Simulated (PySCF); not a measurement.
C$_{5}$H$_{4}$N (SMILES [c]1ccncc1), doublet, geometry from GFN2-xTB, with bond 8-4 at 2.0 times its length; M062X/3-21G in PySCF.

The PySCF input:
```python
from pyscf import gto, scf, dft

mol = gto.Mole()
mol.atom = '''
    N    -0.002148    0.000375    1.319852
    C     0.002278   -0.000398   -1.399618
    C     0.014711    1.134855    0.662254
    C    -0.016868   -1.134478    0.662848
    C    -0.015410   -1.193668   -0.735457
    C     0.017805    1.193250   -0.736081
    H     0.026340    2.039951    1.254501
    H    -0.043982   -2.943997    1.848289
    H    -0.027889   -2.149059   -1.235791
    H     0.031913    2.148356   -1.236915
'''
mol.basis = '3-21g'
mol.charge = 0
mol.spin = 1
mol.verbose = 4
mol.build()

mf = dft.UKS(mol)
mf.xc = 'm062x'
mf.diis = False
mf.max_cycle = 100
mf.kernel()
mf.analyze()
```

It wrote (shortened):

```
PySCF version 2.14.0

[INPUT] verbose = 4
[INPUT] num. atoms = 10
[INPUT] num. electrons = 41
[INPUT] charge = 0
[INPUT] spin (= nelec alpha-beta = 2S) = 1
[INPUT] symmetry False subgroup None
[INPUT] Mole.unit = angstrom
[INPUT] Symbol           X                Y                Z      unit          X                Y                Z       unit  Magmom
[...]
nuclear repulsion = 195.670185634999
number of shells = 38
number of NR pGTOs = 102
number of NR cGTOs = 62
basis = 3-21g
ecp = {}

******** <class 'pyscf.dft.uks.UKS'> ********
method = UKS
initial guess = minao
damping factor = 0
level_shift factor = 0
DIIS disabled
SCF conv_tol = 1e-09
SCF conv_tol_grad = None
SCF max_cycles = 100
direct_scf = True
direct_scf_tol = 1e-13
number electrons alpha = 21  beta = 20
XC library pyscf.dft.libxc version 7.1.2
    S. Lehtola, C. Steigemann, M. J. T. Oliveira, and M. A. L. Marques,  SoftwareX 7, 1–5 (2018)
XC functionals = m062x
    Y. Zhao and D. G. Truhlar,  Theor. Chem. Acc. 120, 215 (2008)
    Y. Zhao and D. G. Truhlar,  Theor. Chem. Acc. 120, 215 (2008)
radial grids:
    Treutler-Ahlrichs [JCP 102, 346 (1995); DOI:10.1063/1.469408] (M4) radial grids

becke partition: Becke, JCP 88, 2547 (1988); DOI:10.1063/1.454033
pruning grids: <function nwchem_prune>
grids dens level: 3
symmetrized grids: False
atomic radii adjust function: <function treutler_atomic_radii_adjust>
small_rho_cutoff = 0
Set gradient conv threshold to 3.16228e-05
tot grids = 123728
init E= -247.200315939367

cycle= 1 E= -245.899833547301  delta_E=  1.3  |g|= 0.214  |ddm|= 2.57
cycle= 2 E= -245.914751829548  delta_E= -0.0149  |g|= 0.238  |ddm|= 0.538
cycle= 3 E= -245.884355457658  delta_E= 0.0304  |g|= 0.335  |ddm|= 0.607
cycle= 4 E= -245.776394939877  delta_E= 0.108  |g|= 0.572  |ddm|= 0.915
cycle= 5 E= -245.424979705179  delta_E= 0.351  |g|= 0.918  |ddm|= 1.55
cycle= 6 E= -243.539139953159  delta_E= 1.89  |g|= 1.93  |ddm|= 2.84
cycle= 7 E= -229.933200675852  delta_E= 13.6  |g|= 4.68  |ddm|= 18.7

cycle= 8 E= -191.243923759367  delta_E= 38.7  |g|= 5.06  |ddm|= 26.9
cycle= 9 E= -181.263526523096  delta_E= 9.98  |g|= 5.42  |ddm|= 29.5

cycle= 10 E= -186.199459964086  delta_E= -4.94  |g|= 5.17  |ddm|= 25.9

cycle= 11 E= -180.263471747585  delta_E= 5.94  |g|= 5.25  |ddm|= 26.3

cycle= 12 E= -185.758788805825  delta_E= -5.5  |g|= 5.14  |ddm|= 26.1
cycle= 13 E= -180.094316884246  delta_E= 5.66  |g|=  5.2  |ddm|= 26.1

cycle= 14 E= -185.731491210422  delta_E= -5.64  |g|= 5.15  |ddm|= 26.1
cycle= 15 E= -180.083964222575  delta_E= 5.65  |g|=  5.2  |ddm|= 26.1

cycle= 16 E= -185.730054055219  delta_E= -5.65  |g|= 5.15  |ddm|= 26.1
cycle= 17 E= -180.083306906807  delta_E= 5.65  |g|=  5.2  |ddm|= 26.1

cycle= 18 E= -185.729951023922  delta_E= -5.65  |g|= 5.15  |ddm|= 26.1
cycle= 19 E= -180.083257253676  delta_E= 5.65  |g|=  5.2  |ddm|= 26.1

cycle= 20 E= -185.729941364314  delta_E= -5.65  |g|= 5.15  |ddm|= 26.1
cycle= 21 E= -180.083252314506  delta_E= 5.65  |g|=  5.2  |ddm|= 26.1

cycle= 22 E= -185.729940156314  delta_E= -5.65  |g|= 5.15  |ddm|= 26.1
cycle= 23 E= -180.083251669792  delta_E= 5.65  |g|=  5.2  |ddm|= 26.1

cycle= 24 E= -185.729939975295  delta_E= -5.65  |g|= 5.15  |ddm|= 26.1
cycle= 25 E= -180.083251571165  delta_E= 5.65  |g|=  5.2  |ddm|= 26.1

cycle= 26 E= -185.729939945946  delta_E= -5.65  |g|= 5.15  |ddm|= 26.1
cycle= 27 E= -180.083251555054  delta_E= 5.65  |g|=  5.2  |ddm|= 26.1

cycle= 28 E= -185.729939941052  delta_E= -5.65  |g|= 5.15  |ddm|= 26.1
cycle= 29 E= -180.083251552361  delta_E= 5.65  |g|=  5.2  |ddm|= 26.1

cycle= 30 E= -185.729939940231  delta_E= -5.65  |g|= 5.15  |ddm|= 26.1
cycle= 31 E= -180.083251551907  delta_E= 5.65  |g|=  5.2  |ddm|= 26.1

cycle= 32 E= -185.729939940092  delta_E= -5.65  |g|= 5.15  |ddm|= 26.1
cycle= 33 E= -180.083251551832  delta_E= 5.65  |g|=  5.2  |ddm|= 26.1

cycle= 34 E= -185.729939940067  delta_E= -5.65  |g|= 5.15  |ddm|= 26.1
cycle= 35 E= -180.083251551818  delta_E= 5.65  |g|=  5.2  |ddm|= 26.1

cycle= 36 E= -185.729939940063  delta_E= -5.65  |g|= 5.15  |ddm|= 26.1
cycle= 37 E= -180.083251551816  delta_E= 5.65  |g|=  5.2  |ddm|= 26.1

cycle= 38 E= -185.729939940063  delta_E= -5.65  |g|= 5.15  |ddm|= 26.1
cycle= 39 E= -180.083251551816  delta_E= 5.65  |g|=  5.2  |ddm|= 26.1

cycle= 40 E= -185.729939940062  delta_E= -5.65  |g|= 5.15  |ddm|= 26.1
cycle= 41 E= -180.083251551816  delta_E= 5.65  |g|=  5.2  |ddm|= 26.1

cycle= 42 E= -185.729939940063  delta_E= -5.65  |g|= 5.15  |ddm|= 26.1
cycle= 43 E= -180.083251551816  delta_E= 5.65  |g|=  5.2  |ddm|= 26.1

cycle= 44 E= -185.729939940062  delta_E= -5.65  |g|= 5.15  |ddm|= 26.1
cycle= 45 E= -180.083251551816  delta_E= 5.65  |g|=  5.2  |ddm|= 26.1

cycle= 46 E= -185.729939940062  delta_E= -5.65  |g|= 5.15  |ddm|= 26.1
cycle= 47 E= -180.083251551817  delta_E= 5.65  |g|=  5.2  |ddm|= 26.1

cycle= 48 E= -185.729939940062  delta_E= -5.65  |g|= 5.15  |ddm|= 26.1
cycle= 49 E= -180.083251551816  delta_E= 5.65  |g|=  5.2  |ddm|= 26.1

cycle= 50 E= -185.729939940062  delta_E= -5.65  |g|= 5.15  |ddm|= 26.1
cycle= 51 E= -180.083251551816  delta_E= 5.65  |g|=  5.2  |ddm|= 26.1

cycle= 52 E= -185.729939940062  delta_E= -5.65  |g|= 5.15  |ddm|= 26.1
cycle= 53 E= -180.083251551816  delta_E= 5.65  |g|=  5.2  |ddm|= 26.1

cycle= 54 E= -185.729939940062  delta_E= -5.65  |g|= 5.15  |ddm|= 26.1
cycle= 55 E= -180.083251551816  delta_E= 5.65  |g|=  5.2  |ddm|= 26.1

cycle= 56 E= -185.729939940062  delta_E= -5.65  |g|= 5.15  |ddm|= 26.1
cycle= 57 E= -180.083251551816  delta_E= 5.65  |g|=  5.2  |ddm|= 26.1

cycle= 58 E= -185.729939940063  delta_E= -5.65  |g|= 5.15  |ddm|= 26.1
cycle= 59 E= -180.083251551816  delta_E= 5.65  |g|=  5.2  |ddm|= 26.1

cycle= 60 E= -185.729939940063  delta_E= -5.65  |g|= 5.15  |ddm|= 26.1
cycle= 61 E= -180.083251551815  delta_E= 5.65  |g|=  5.2  |ddm|= 26.1

cycle= 62 E= -185.729939940063  delta_E= -5.65  |g|= 5.15  |ddm|= 26.1
cycle= 63 E= -180.083251551816  delta_E= 5.65  |g|=  5.2  |ddm|= 26.1

[...]

cycle= 76 E= -185.729939940061  delta_E= -5.65  |g|= 5.15  |ddm|= 26.1
cycle= 77 E= -180.083251551817  delta_E= 5.65  |g|=  5.2  |ddm|= 26.1

cycle= 78 E= -185.729939940062  delta_E= -5.65  |g|= 5.15  |ddm|= 26.1
cycle= 79 E= -180.083251551816  delta_E= 5.65  |g|=  5.2  |ddm|= 26.1

cycle= 80 E= -185.729939940063  delta_E= -5.65  |g|= 5.15  |ddm|= 26.1
cycle= 81 E= -180.083251551816  delta_E= 5.65  |g|=  5.2  |ddm|= 26.1

cycle= 82 E= -185.729939940063  delta_E= -5.65  |g|= 5.15  |ddm|= 26.1
cycle= 83 E= -180.083251551816  delta_E= 5.65  |g|=  5.2  |ddm|= 26.1

cycle= 84 E= -185.729939940063  delta_E= -5.65  |g|= 5.15  |ddm|= 26.1
cycle= 85 E= -180.083251551817  delta_E= 5.65  |g|=  5.2  |ddm|= 26.1

cycle= 86 E= -185.729939940062  delta_E= -5.65  |g|= 5.15  |ddm|= 26.1
cycle= 87 E= -180.083251551816  delta_E= 5.65  |g|=  5.2  |ddm|= 26.1

cycle= 88 E= -185.729939940062  delta_E= -5.65  |g|= 5.15  |ddm|= 26.1
cycle= 89 E= -180.083251551816  delta_E= 5.65  |g|=  5.2  |ddm|= 26.1

cycle= 90 E= -185.729939940063  delta_E= -5.65  |g|= 5.15  |ddm|= 26.1
cycle= 91 E= -180.083251551816  delta_E= 5.65  |g|=  5.2  |ddm|= 26.1

cycle= 92 E= -185.729939940063  delta_E= -5.65  |g|= 5.15  |ddm|= 26.1
cycle= 93 E= -180.083251551816  delta_E= 5.65  |g|=  5.2  |ddm|= 26.1

cycle= 94 E= -185.729939940062  delta_E= -5.65  |g|= 5.15  |ddm|= 26.1
cycle= 95 E= -180.083251551816  delta_E= 5.65  |g|=  5.2  |ddm|= 26.1

cycle= 96 E= -185.729939940062  delta_E= -5.65  |g|= 5.15  |ddm|= 26.1
cycle= 97 E= -180.083251551816  delta_E= 5.65  |g|=  5.2  |ddm|= 26.1

cycle= 98 E= -185.729939940062  delta_E= -5.65  |g|= 5.15  |ddm|= 26.1
cycle= 99 E= -180.083251551817  delta_E= 5.65  |g|=  5.2  |ddm|= 26.1

cycle= 100 E= -185.729939940063  delta_E= -5.65  |g|= 5.15  |ddm|= 26.1
SCF not converged.
SCF energy = -185.729939940063 after 100 cycles  <S^2> = 0.75001102  2S+1 = 2.000011
**** SCF Summaries ****
Total Energy =                        -185.729939940062735
Nuclear Repulsion Energy =             195.670185634999228
One-electron Energy =                 -717.612916610771094
Two-electron Energy =                  336.212791035709131
Two-electron Coulomb Energy =          376.385042836572666
DFT Exchange-Correlation Energy =      -40.172251800863535
**** MO energy ****
                             alpha | beta                alpha | beta
[...]
To work with the spin densities directly, `use mulliken_meta_spin()` only printing them here.

 ** Mulliken spin pop alpha/beta on meta-lowdin orthogonal AOs **
 ** Mulliken Spin Density (per AO)  **
spin_pop of  0 N 1s        0.00000
spin_pop of  0 N 2s        0.00091
spin_pop of  0 N 3s        0.02218
spin_pop of  0 N 2px      -0.00027
spin_pop of  0 N 2py       0.00221
spin_pop of  0 N 2pz       0.00309
spin_pop of  0 N 3px       0.00010
spin_pop of  0 N 3py       0.03386
spin_pop of  0 N 3pz       0.02954
spin_pop of  1 C 1s       -0.00001
spin_pop of  1 C 2s        0.00015
spin_pop of  1 C 3s        0.00251
spin_pop of  1 C 2px       0.00000
spin_pop of  1 C 2py       0.00061
spin_pop of  1 C 2pz       0.00033
spin_pop of  1 C 3px       0.00006
spin_pop of  1 C 3py       0.00122
spin_pop of  1 C 3pz       0.00041
spin_pop of  2 C 1s       -0.00002
spin_pop of  2 C 2s        0.00001
spin_pop of  2 C 3s        0.00051
spin_pop of  2 C 2px      -0.00004
spin_pop of  2 C 2py      -0.00003
spin_pop of  2 C 2pz      -0.00002
spin_pop of  2 C 3px       0.00003
spin_pop of  2 C 3py       0.00136
spin_pop of  2 C 3pz       0.00030
spin_pop of  3 C 1s        0.00000
spin_pop of  3 C 2s        0.00693
spin_pop of  3 C 3s        0.11343
spin_pop of  3 C 2px       0.00011
spin_pop of  3 C 2py       0.01737
spin_pop of  3 C 2pz       0.00144
spin_pop of  3 C 3px       0.00100
spin_pop of  3 C 3py       0.16309
spin_pop of  3 C 3pz       0.00203
spin_pop of  4 C 1s       -0.00000
spin_pop of  4 C 2s        0.01796
spin_pop of  4 C 3s        0.02141
spin_pop of  4 C 2px      -0.00037
spin_pop of  4 C 2py       0.02471
spin_pop of  4 C 2pz       0.03833
spin_pop of  4 C 3px       0.00025
spin_pop of  4 C 3py       0.06231
spin_pop of  4 C 3pz       0.03234
spin_pop of  5 C 1s       -0.00005
spin_pop of  5 C 2s        0.00002
spin_pop of  5 C 3s        0.00004
spin_pop of  5 C 2px       0.00000
spin_pop of  5 C 2py       0.00002
spin_pop of  5 C 2pz       0.00000
spin_pop of  5 C 3px       0.00000
spin_pop of  5 C 3py       0.00000
spin_pop of  5 C 3pz       0.00003
spin_pop of  6 H 1s        0.00000
spin_pop of  6 H 2s        0.00008
spin_pop of  7 H 1s        0.36865
spin_pop of  7 H 2s        0.00704
spin_pop of  8 H 1s        0.00129
spin_pop of  8 H 2s        0.02152
spin_pop of  9 H 1s        0.00000
spin_pop of  9 H 2s        0.00000
 ** Mulliken Spin Density (per atom)  **
spin density of  0 N =      0.09162
spin density of  1 C =      0.00530
spin density of  2 C =      0.00211
spin density of  3 C =      0.30539
spin density of  4 C =      0.19694
spin density of  5 C =      0.00006
spin density of  6 H =      0.00008
spin density of  7 H =      0.37569
spin density of  8 H =      0.02281
spin density of  9 H =      0.00000
 ** Mulliken pop alpha/beta on meta-lowdin orthogonal AOs **
 ** Mulliken pop       alpha | beta **
In total            21.00000 | 20.00000
 ** Mulliken atomic charges   ( Nelec_alpha | Nelec_beta ) **
charge of  0N =     -3.53995  (     5.31579      5.22417 )
charge of  1C =      3.93429  (     1.03550      1.03021 )
charge of  2C =      3.87046  (     1.06583      1.06372 )
charge of  3C =     -8.45498  (     7.38018      7.07479 )
charge of  4C =     -1.85210  (     4.02452      3.82758 )
charge of  5C =      3.99536  (     1.00235      1.00229 )
charge of  6H =      0.99824  (     0.00092      0.00084 )
charge of  7H =     -0.44069  (     0.90819      0.53250 )
charge of  8H =      0.48950  (     0.26665      0.24385 )
charge of  9H =      0.99987  (     0.00007      0.00007 )
Dipole moment(X, Y, Z, Debye):  1.96830, 135.17969, -89.61571
```

The run did not converge; its last values are not results.
